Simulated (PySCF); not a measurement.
Coordinates in bohr (charge 0 multiplicity 2):
```
I     0.0000    0.0000    0.0000
Cl    4.5867    0.0000    0.0000
Cl    0.0000    4.5867    0.0000
Cl   -4.5867    0.0000    0.0000
Cl    0.0000   -4.5867    0.0000
```

These are results of UPBE0 in PySCF with I def2-TZVP with ECP28, Cl def2-TZVP; scalar-relativistic core potentials, no spin–orbit coupling; density-fitted integrals, not measurements.

This geometry of ICl₄ is a stationary point at this level.

Problem. What is the point group?

Solution. D4h.

Problem. Is it a minimum?

Solution. No: it has 1 imaginary mode, at 236i cm⁻¹ (a2u).

Problem. List the harmonic modes with their infrared intensities.

Solution. 
```json
{"symmetry": "a2u", "ω (cm⁻¹)": "236i", "IR (km/mol, summed over degenerate members)": "–"}
{"symmetry": "b2u", "ω (cm⁻¹)": "41", "IR (km/mol, summed over degenerate members)": "0.0"}
{"symmetry": "eu", "ω (cm⁻¹)": "120", "IR (km/mol, summed over degenerate members)": "0.0"}
{"symmetry": "b2g", "ω (cm⁻¹)": "143", "IR (km/mol, summed over degenerate members)": "0.0"}
{"symmetry": "b1g", "ω (cm⁻¹)": "286", "IR (km/mol, summed over degenerate members)": "0.0"}
{"symmetry": "eu", "ω (cm⁻¹)": "312", "IR (km/mol, summed over degenerate members)": "292"}
{"symmetry": "a1g", "ω (cm⁻¹)": "316", "IR (km/mol, summed over degenerate members)": "0.0"}
```

Problem. What are the dipole moment and the gap between the highest occupied and lowest empty levels of either spin?

Solution. 0.00 D and 1.92 eV.

In D4h the vibrations span a2u + b2u + 2eu + b2g + b1g + a1g. The a1g, b1g, b2g, b2u modes carry no infrared intensity, as symmetry demands. With a centre of inversion only u modes can be infrared active and only g modes Raman active.

Only a few start shapes were tried, so a lower isomer may exist. At this level a doublet minimum of C4v symmetry lies 17 kJ/mol below this structure. Spin–orbit coupling, left out here, can matter for elements this heavy.
